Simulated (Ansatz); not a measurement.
Reaction (cleavage of the Al–Si bond): `[CH3][AlH][SiH](O)F` + `O[SiH](F)F` → `[CH3][AlH][O][SiH](F)F` + `O[SiH2]F`

Gas-phase electronic energies from Ansatz, PBE0-D4/def2-TZVP geometries. CCSD(T)/CBS adds triple-zeta CCSD(T) − MP2 to the extrapolated MP2 energy (def2 sets, frozen cores). DFT in def2-TZVPP. B3LYP here is the variant with VWN-RPA as its local correlation; programs differ in this. Each species was taken in one conformer, which may not be the lowest.

```csv
level,ΔE (kJ/mol),difference from CCSD(T)/CBS
PBE-D4,-163.6,29.6
r2SCAN-D4,-189.6,3.6
PBE0-D4,-173.6,19.6
B3LYP-D4,-191.2,2.0
B2PLYP,-197.9,-4.7
PBE,-164.0,29.2
r2SCAN,-189.6,3.6
PBE0,-174.0,19.2
HF/def2-TZVPP,-214.9,-21.7
MP2/def2-TZVPP,-203.4,-10.2
SCS-MP2/def2-TZVPP,-204.9,-11.7
CCSD/def2-TZVPP,-197.4,-4.2
SCS-MP2/def2-QZVPP,-205.2,-12.0
HF/CBS(def2),-218.0,-24.8
MP2/CBS(def2),-202.5,-9.3
CCSD/CBS(def2),-196.5,-3.3
CCSD(T)/CBS,-193.2,0
```

Largest T1 diagnostic among the species: 0.012.

In def2-TZVPP, CCSD(T) changes the Hartree–Fock value by +20.8 kJ/mol (the triples alone add +3.3 kJ/mol) and MP2 by +11.6 kJ/mol. From PBE to PBE0 (25 % exact exchange), in def2-TZVPP and without D4, ΔE moves by −10.0 kJ/mol.

CCSD(T)/CBS has its own doubt, a few kJ/mol and more with outer-core shells, so smaller differences from it don't rank the levels.
